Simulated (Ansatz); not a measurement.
AlGe23H32. Total charge 0; doublet. Geometry PBE-D4/def2-SVP.

```xyz
56

Ge   -1.7877    2.5441   -3.1473
Ge    2.7273    2.2460   -2.4554
Ge    1.3120    1.7508    4.3649
Ge    3.8987    1.7574    1.3455
Ge    0.0106    2.0786    0.4574
Ge   -2.6484   -1.0706    1.3290
Ge    0.0936   -0.7239   -1.7748
Ge    1.5117   -1.4328    2.0244
Ge   -3.8613   -0.8550   -2.5006
Ge   -2.1151   -4.1550   -1.1111
Ge    3.9938   -1.3059   -1.1735
Ge   -1.6641    3.3175   -0.8296
Ge   -0.4297    2.5926    2.8598
Ge   -4.3956   -0.2607   -0.1846
Ge    2.2653    2.8363   -0.1281
Ge   -1.7164    0.0980   -3.2085
Ge    2.3404   -0.1651   -2.5824
Ge    3.4916    2.5732    3.6177
Ge    1.3433   -0.6953    4.3568
Ge    3.6909   -0.6829    1.1801
Al   -0.3383   -0.4264    0.7201
Ge   -2.7403   -3.5176    1.1682
Ge    0.0752   -3.2180   -1.6772
Ge   -3.7340   -3.2888   -2.7282
H    -3.0998    3.0522   -3.8150
H    -0.5854    3.1309   -3.9416
H     4.2058    2.5769   -2.8133
H     1.8000    3.0210   -3.4344
H     0.9928    2.3099    5.7886
H     5.3270    2.1834    0.8758
H    -3.0724   -0.6998    2.7873
H     1.5416   -2.9955    2.0377
H    -4.9613   -0.2986   -3.4607
H    -2.0009   -5.7063   -1.2554
H     5.4185   -0.8967   -1.6566
H     3.8561   -2.8461   -1.3557
H    -1.2825    4.8285   -0.7993
H    -3.0517    3.1568   -0.1462
H    -0.5374    4.1494    2.9501
H    -1.8248    1.9994    3.2171
H    -4.5654    1.2834   -0.0827
H    -5.7728   -0.9048    0.1588
H     2.3006    4.3870    0.0658
H    -1.4012   -0.3592   -4.6707
H     2.4465   -0.6618   -4.0603
H     3.5222    4.1307    3.6252
H     4.5966    2.0658    4.5907
H     2.5391   -1.1774    5.2317
H     0.0294   -1.2252    5.0044
H     4.8656   -1.3036    2.0040
H    -1.7348   -4.1756    2.1586
H    -4.1576   -4.0915    1.4706
H     1.1687   -3.6481   -0.6570
H     0.5398   -3.6899   -3.0954
H    -5.1310   -3.9270   -2.4703
H    -3.2949   -3.6648   -4.1743
```

Single mean-field runs in STO-3G, def2-SVP, def2-mTZVP are fitted with def2-universal-jkfit.

Estimate the α-spin orbital energies around the gap (eV) in Ansatz with HF/STO-3G, PBE-D4/def2-SVP, r2SCAN-D4/def2-SVP, r2SCAN-D4/def2-mTZVP, PBE0-D4/def2-SVP.


```csv
orbital,HF/STO-3G,PBE-D4/def2-SVP,r2SCAN-D4/def2-SVP,r2SCAN-D4/def2-mTZVP,PBE0-D4/def2-SVP
HOMO−13,-7.88,-6.83,-7.14,-7.20,-7.88
HOMO−12,-7.83,-6.73,-7.03,-7.09,-7.76
HOMO−11,-7.70,-6.69,-6.99,-7.04,-7.72
HOMO−10,-7.60,-6.65,-6.94,-7.00,-7.67
HOMO−9,-7.51,-6.60,-6.89,-6.95,-7.61
HOMO−8,-7.46,-6.49,-6.78,-6.85,-7.51
HOMO−7,-7.31,-6.42,-6.70,-6.76,-7.41
HOMO−6,-7.22,-6.39,-6.67,-6.73,-7.37
HOMO−5,-7.08,-6.31,-6.58,-6.64,-7.28
HOMO−4,-6.99,-6.29,-6.56,-6.61,-7.24
HOMO−3,-6.95,-6.23,-6.51,-6.56,-7.19
HOMO−2,-6.61,-5.98,-6.24,-6.30,-6.93
HOMO−1,-6.25,-5.83,-6.08,-6.14,-6.76
HOMO,-5.74,-5.35,-5.67,-5.72,-6.29
LUMO,7.54,-2.13,-2.04,-2.12,-1.49
LUMO+1,7.95,-2.00,-1.92,-2.01,-1.38
LUMO+2,8.23,-1.86,-1.75,-1.83,-1.21
LUMO+3,8.45,-1.78,-1.68,-1.76,-1.14
LUMO+4,8.74,-1.71,-1.60,-1.70,-1.07
LUMO+5,8.79,-1.66,-1.54,-1.62,-0.98
β HOMO,-5.94,-5.81,-6.07,-6.13,-6.74
β LUMO,1.30,-4.95,-4.97,-5.04,-4.52
```
